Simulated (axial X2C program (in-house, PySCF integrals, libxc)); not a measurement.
## Working with the constants of NaAg⁻

A bond curve at the PBE0 level, 2c, was computed with an in-house all-electron X2C program for linear molecules (integrals from PySCF) (basis Ag dyall-acv3z [13s13p9d5f3g], Na dyall-av3z [10s9p5d2f] (cores contracted in-house)) for the state Ω = 1/2 (⟨Sz⟩ = 0.50, ⟨Lz⟩ = 0.00 at PBE0). Its fit gives Re = 2.8975 Å, ωe = 137.9 cm⁻¹, ωexe = 0.939 cm⁻¹ and αe = 9.922e-04 cm⁻¹; the masses are 106.9051 and 22.9898 u. Two-component means X2C with spin–orbit coupling and atomic mean-field Coulomb and Gaunt terms.

Find the reduced mass, Be and the force constant.

From the PBE0 values: μ = 18.9209 u. Be = 16.8576/(μ Re²) = 0.1061 cm⁻¹. k = 5.8918×10⁻⁷ μ ωe² = 0.212 mdyn/Å.

Estimate the centrifugal constant by the Kratzer relation.

D = 4Be³/ωe² = 2.51e-07 cm⁻¹.

Where do the fundamental and the first overtone lie?

ν(1←0) = ωe − 2ωexe = 136.0 cm⁻¹; ν(2←0) = 2ωe − 6ωexe = 270.2 cm⁻¹.

A Morse curve ties αe to the other constants (Pekeris). How well does that hold?

αe(Morse) = 6Be²/ωe × (√(ωexe/Be) − 1) = 9.676e-04 cm⁻¹; the PBE0 curve gives 9.922e-04 cm⁻¹, a ratio of 0.98.

Estimate De from a Morse curve and compare with the computed well depth of 0.887 eV to Ag- + Na.

De(Morse) = ωe²/(4ωexe) = 0.628 eV against 0.887 eV computed, a ratio of 0.71. The extrapolation falls short: long-range attraction (ionic or ion–induced dipole) or a change of character along the curve can cause this.

One determinant describes the state; a PBE0 search over occupations chose it and may have missed a lower one. De is counted from the lowest determinant-based energies of the atoms at the same level, without counterpoise correction. Density functionals use the spin component along the axis (collinear). The highest occupied level of some functionals is positive through self-interaction error; at Hartree–Fock it is bound.
